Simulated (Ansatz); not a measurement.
Reaction (formal exchange of groups at the In–F bond): `[OH][In]([F])[F]` + `CF` → `[OH][In]([F])[CH2]F` + H–F

Gas-phase electronic energies from Ansatz, PBE0-D4/def2-TZVP geometries. CCSD(T)/CBS adds triple-zeta CCSD(T) − MP2 to the extrapolated MP2 energy (def2 sets, frozen cores). This one scheme is used for every species. DFT in def2-TZVPP. B3LYP here is the variant with VWN-RPA as its local correlation; programs differ in this. Elements past krypton have def2 core potentials. For In outer-core shells are correlated without core-valence functions, which leaves a few kJ/mol of doubt a bond. One conformer a species, not always the lowest.

**Question.** Is it downhill or uphill in electronic energy at CCSD(T)/CBS, and by how much? (Best estimate.)

**Answer.** The calculation gave: Uphill: ΔE = +69.9 kJ/mol.

**Question.** What do these levels give: r2SCAN-D4, PBE0-D4, ωB97X-V, PBE, r2SCAN, B3LYP? (An estimate is asked.)

**Answer.** The calculation gave: r2SCAN-D4 74.3, PBE0-D4 65.7, ωB97X-V 78.5, PBE 66.7, r2SCAN 75.0, B3LYP 76.5 kJ/mol.

Largest T1 diagnostic among the species: 0.018.

In def2-TZVPP, CCSD(T) changes the Hartree–Fock value by −30.5 kJ/mol (the triples alone add −2.1 kJ/mol) and MP2 by −32.2 kJ/mol. The D4 term adds −4.3 kJ/mol with B3LYP and −2.4 kJ/mol with PBE0; it sums over pairs of atoms, weighted by their polarisabilities, and B3LYP, whose exchange is more repulsive, gets the larger term.
